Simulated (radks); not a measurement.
Isoelectronic series with 5 electrons, all held in the configuration [He] 2s2 2p1, which need not be the ground one along the series. All-electron calculation, non-relativistic Kohn-Sham, PBEsol, spin-polarised, spherical densities, point nucleus; open shells are filled with parallel spins first. Program: a radial shooting solver on a logarithmic mesh with Libxc functionals. Total energies (hartree) and orbital eigenvalues (hartree) (* marks an orbital that is empty in some or all of the ions):

| ion | E (hartree) | 2p down* | 2p up | 2s down | 2s up | 1s down |
|---|---|---|---|---|---|---|
| B | -24.47226 | -0.10566 | -0.14614 | -0.31644 | -0.36076 | -6.58418 |
| C+ | -37.19660 | -0.58322 | -0.64865 | -0.90205 | -0.96842 | -10.52637 |
| N2+ | -52.67902 | -1.32164 | -1.41173 | -1.74798 | -1.83482 | -15.48274 |
| O3+ | -70.91531 | -2.31480 | -2.42948 | -2.84809 | -2.95481 | -21.44552 |
| F4+ | -91.90376 | -3.56055 | -3.69981 | -4.20037 | -4.32665 | -28.41190 |
| Ne5+ | -115.64355 | -5.05790 | -5.22174 | -5.80392 | -5.94959 | -36.38050 |
| Mg7+ | -171.37547 | -8.80544 | -9.01845 | -9.76312 | -9.94730 | -55.32173 |
| Al8+ | -203.36717 | -11.05511 | -11.29271 | -12.11835 | -12.32170 | -66.29363 |
| Si9+ | -238.10918 | -13.55518 | -13.81736 | -14.72384 | -14.94632 | -78.26611 |
| P10+ | -275.60144 | -16.30555 | -16.59233 | -17.57952 | -17.82111 | -91.23903 |
